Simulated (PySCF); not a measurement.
Species: H8OSi4.
Numbering: `[OH:1][SiH:2]1[SiH2:3][SiH2:4][SiH2:5]1` (hydrogens: H6 on O1; H7 on Si2; H8, H9 on Si3; H10, H11 on Si4; H12, H13 on Si5)

Method: PBE0-D3(BJ)/def2-SVP geometry optimisation, gas phase in PySCF; density fitting, grid level 1; the optimiser is geomeTRIC in internal coordinates, started from a GFN2-xTB structure.

Step 0: E = -33661.5535 eV
```
atom  x, y, z in Å  |  force x, y, z in eV/Å
O1      0.2608   -2.1957    1.1875   -0.827  -0.867   0.010
Si2     1.0010   -0.8873    0.5264    0.001   0.047   0.063
Si3     0.0225    1.1421    1.2192    0.069   0.127  -0.092
Si4    -1.0697    1.2904   -0.8664   -0.001  -0.032   0.047
Si5     0.0174   -0.6753   -1.5933    0.173   0.271  -0.138
H6      0.3945   -2.4578    2.0937    0.139   0.018   0.404
H7      2.4476   -1.0815    0.7416    0.571   0.255  -0.178
H8      0.9622    2.2333    1.5184    0.436   0.436  -0.130
H9     -0.8283    1.1247    2.4214   -0.416  -0.249   0.308
H10    -2.5391    1.2363   -0.8170   -0.505  -0.262   0.157
H11    -0.8285    2.5083   -1.6551    0.361   0.394  -0.257
H12     0.9785   -0.4705   -2.6903    0.403   0.307  -0.309
H13    -0.8232   -1.7665   -2.1035   -0.405  -0.447   0.114
```

Problem. Estimate the geometry and energy of step 1. (The exact step hangs on the optimiser's Hessian estimate; all steps are aligned on step 0, rigid shifts and turns removed.)

Solution. E = -33661.7496 eV, largest force 0.326 eV/Å
```
atom  x, y, z in Å  |  force x, y, z in eV/Å
O1      0.1920   -2.2996    1.2766    0.089   0.036  -0.100
Si2     0.9146   -0.9711    0.5541    0.195   0.236  -0.112
Si3     0.0282    1.1435    1.2164   -0.046  -0.034   0.095
Si4    -1.0646    1.3148   -0.8792   -0.087   0.018  -0.002
Si5     0.0504   -0.6380   -1.6291   -0.128  -0.118   0.034
H6      0.3857   -2.4548    2.2063    0.017   0.050   0.006
H7      2.4212   -0.9936    0.6005   -0.084  -0.137   0.097
H8      1.0257    2.2466    1.4163    0.034  -0.083   0.027
H9     -0.8665    1.0713    2.4194   -0.013   0.071  -0.053
H10    -2.5490    1.1398   -0.7697    0.025   0.000  -0.022
H11    -0.7673    2.5540   -1.6684   -0.023  -0.030   0.039
H12     1.0510   -0.3385   -2.7039    0.055  -0.062   0.073
H13    -0.8258   -1.7739   -2.0571   -0.034   0.055  -0.081
```

The energy changes by -0.1961 eV. The first-order estimate −F·Δx gives -0.4825 eV and the mean of the old and new forces, exact on a quadratic surface, -0.1861 eV. The step makes an angle of 53° with the force vector and moves no atom by more than 0.168 Å.

What follows is the cost of the whole optimisation. The run took 23 s wall on one thread, Arm Neoverse V1 (aarch64), shared host with 64 logical CPUs at a one-minute load of 24, and the process peaked at 0.56 GiB of memory.
